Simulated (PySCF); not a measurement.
An unknown shows these calculated signals:

$^{1}$H NMR (400 MHz, computed): δ 4.87 (m, 1H), 4.58 (m, 1H), 4.27 (d, 3H), 1.16 (m, 1H).

$^{13}$C{$^{1}$H} NMR (computed): δ 122.3 (C), 111.1 (C), 91.7 (C), 87.5 (C), -7.4 (CH).

- GIAO PBE0/pcSseg-1 shieldings
- structure optimised with GFN2-xTB
- code: PySCF 2.14
- one computed conformer, no relativistic terms, fast rotation and ring inversion assumed for equivalent nuclei, no solvent

References, each an isolated molecule treated in the same way: TMS for $^{1}$H and $^{13}$C.

Q: Which of these does the molecule contain: a C≡C triple bond, an NH or NH2 group, a Si–H bond, a (CH3)2CH unit, a Si–CH3 group, a nitrile?

A: 
- A C≡C triple bond: yes (δC 91.7, 87.5).
- An NH or NH2 group: no.
- A Si–H bond: yes (δH 4.87 (m), 4.58 (m)).
- A (CH3)2CH unit: no.
- A Si–CH3 group: no.
- A nitrile: yes (δC 111.1).

The data belong to `N#CC#C[SiH2][C@H]([SiH3])C#N`, C5H6N2Si2; they needn't prove each group on their own.

Carbon signals by region: 2 in the sp2 and nitrile region (100–160 ppm), 2 at 50–100 ppm, 1 below 50 ppm.

Shifts are as computed. Against solution values, carbons near 30 ppm lie about +3 ppm off and those near 130 ppm about +5 ppm. Of 1309 compounds with measured shifts, 239 miss one by over three times the rms of a fit or turn the order of signals round; such compounds aren't used in these exercises. No couplings were computed; multiplicities are counted from neighbouring protons, with m where these are inequivalent, close in shift, in a saturated or five-membered ring or joined by F or P, and br s for small geminal =CH2 splittings.
